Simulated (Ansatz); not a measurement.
Calculated with Ansatz (gas phase, PBE0-D4/def2-TZVP geometries, no zero-point term in ΔE). CBS: MP2 limit from def2 TZ/QZ plus the TZ coupled-cluster correction, frozen cores. This one scheme is used for every species. Functionals use def2-TZVPP. HSE06 is defined as in plane-wave codes. For Se outer-core shells are correlated without core-valence functions, which leaves a few kJ/mol of doubt a bond. Scalar relativity is left out up to krypton. One conformer a species, not always the lowest.

`[SiH3][SeH]` + `OCF` → `OC(F)[SeH]` + SiH₄  (formal exchange of groups at the Se–Si bond)

Question: Is it downhill or uphill in electronic energy at CCSD(T)/CBS, and by how much? (Estimate.)

Answer: The calculation gave: Uphill: ΔE = +103.9 kJ/mol.

Question: What do these levels give: LDA (SPW92), PBE-D4, B97M-V, ωB97X-V, PBE0, HSE06, LC-ωPBE, RPA@PBE/def2-TZVPP, HF/def2-SVP, CCSD/def2-TZVPP, HF/def2-QZVPP, SCS-MP2/def2-QZVPP? (An estimate is asked.)

Answer: The calculation gave: LDA (SPW92) 86.9, PBE-D4 93.5, B97M-V 96.0, ωB97X-V 98.6, PBE0 102.9, HSE06 102.9, LC-ωPBE 104.4, RPA@PBE/def2-TZVPP 93.5, HF/def2-SVP 113.2, CCSD/def2-TZVPP 102.0, HF/def2-QZVPP 114.7, SCS-MP2/def2-QZVPP 104.2 kJ/mol.

Largest T1 diagnostic among the species: 0.011.

From r2SCAN to r2SCAN0 (25 % exact exchange), in def2-TZVPP and without D4, ΔE moves by +7.2 kJ/mol. In def2-TZVPP, CCSD(T) changes the Hartree–Fock value by −15.7 kJ/mol (the triples alone add −3.5 kJ/mol) and MP2 by −11.8 kJ/mol.
